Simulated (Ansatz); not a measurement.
The cluster Rb₆. Total charge 0; singlet. Geometry PBE0/def2-SVP; atoms count from 1.

```tsv
atom	x (Å)	y (Å)	z (Å)
Rb1	3.3701	0.5248	3.5980
Rb2	-0.4674	3.0128	2.2756
Rb3	1.1564	-4.6392	-1.2864
Rb4	1.5853	-0.0135	-0.6950
Rb5	-3.1417	2.8777	-1.6441
Rb6	-2.5027	-1.7626	-2.2481
```

In the def2 sets Rb takes a core potential; there is no spin–orbit coupling. The restricted singlet is unstable towards broken spin symmetry in Hartree–Fock (as tested in another run); at PBE0/def2-TZVP this wasn't settled. Another isomer (singlet) lies 0.10 eV lower at PBE0/def2-TZVP; other spin states weren't run for this one.

Question: Estimate the Mulliken populations from the PBE0/def2-TZVP orbitals of Ansatz.

Answer: 
| atom | charge (e) |
| --- | --- |
| Rb1 | -0.19 |
| Rb2 | 0.01 |
| Rb3 | -0.20 |
| Rb4 | 0.48 |
| Rb5 | -0.12 |
| Rb6 | 0.02 |
Mulliken values and Mayer orders depend strongly on the basis.

Question: And the Mayer bond orders between bonded heavy atoms (over 0.3)?

Answer: Rb1–Rb2 0.56 (4.76 Å); Rb2–Rb5 0.42 (4.75 Å); Rb3–Rb6 0.55 (4.75 Å); Rb5–Rb6 0.42 (4.72 Å).
